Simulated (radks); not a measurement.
Results of a calculation; reference values are marked as such.
Species: Tm XIV. Configuration: [Kr] 4d10 4f9 5s1 (the NIST ground configuration). Level of theory: non-relativistic Kohn-Sham, PBE, spin-polarised, spherical densities, point nucleus; open shells are filled with parallel spins first (spin-orbit coupling, left out, can overturn this in heavy ions); relativity is left out, which matters for an element this heavy (a radial shooting solver on a logarithmic mesh with Libxc functionals).

Normalised radial functions P(r) = r R(r), r in bohr:

r,5s up
0.002131,0.0787
0.002797,0.0984
0.003642,0.1204
0.004781,0.1450
0.006225,0.1687
0.008171,0.1889
0.01073,0.1981
0.01397,0.1876
0.01833,0.1460
0.02387,0.0669
0.03133,-0.0543
0.0408,-0.1914
0.05355,-0.3027
0.06973,-0.3096
0.09153,-0.1499
0.1201,0.1548
0.1564,0.4228
0.2053,0.4094
0.2674,0.0073
0.3509,-0.5302
0.457,-0.6497
0.5998,-0.0971
0.781,0.7217
1.025,1.1677
1.346,0.9323
1.752,0.4308
2.3,0.1023
2.995,0.0117

5s up: eigenvalue -260.58 eV, 4 radial nodes at r = 0.0280, 0.106, 0.268, 0.619 bohr, <r> = 1.10 bohr, 90 % of the charge inside 1.54 bohr.
